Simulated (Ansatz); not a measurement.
BH₄OSbTe. Charge 0, multiplicity 1. Sb, Te: def2 effective core potential. The bonds changed during the relaxation, so this is another structure than the one it started from.

```json
{"atom": "B1", "x (Å)": "0.831", "y (Å)": "0.386", "z (Å)": "-0.786"}
{"atom": "Sb2", "x (Å)": "-0.730", "y (Å)": "0.915", "z (Å)": "0.710"}
{"atom": "O3", "x (Å)": "-2.244", "y (Å)": "0.080", "z (Å)": "-0.235"}
{"atom": "Te4", "x (Å)": "0.875", "y (Å)": "-1.435", "z (Å)": "0.689"}
{"atom": "H5", "x (Å)": "1.864", "y (Å)": "0.981", "z (Å)": "-0.704"}
{"atom": "H6", "x (Å)": "0.423", "y (Å)": "-0.049", "z (Å)": "-1.821"}
{"atom": "H7", "x (Å)": "-2.973", "y (Å)": "-0.083", "z (Å)": "0.369"}
{"atom": "H8", "x (Å)": "1.953", "y (Å)": "-0.795", "z (Å)": "1.778"}
```

(1) List the harmonic frequencies (cm⁻¹, unscaled) at PBE0-D4/def2-TZVP in Ansatz. (An estimate is asked.)

(2) Is this a minimum?

(3) Give the ideal-gas thermochemistry at 298.15 K and 1 bar (rigid rotor, harmonic oscillator; point group C1, symmetry number 1).

Answers

(1) Ansatz gave: 105, 165, 176, 317, 355, 376, 498, 514, 586, 610, 761, 826, 922, 1082, 2145, 2574, 2682, 3875.

(2) Yes, all 18 modes are real.

(3) Zero-point energy 111.1 kJ/mol; H(298) − E = 131.6 kJ/mol; entropy 361.4 J/(mol·K), of which translation 179.1, rotation 121.3, vibration 61.0; G(298) − E = 23.8 kJ/mol.
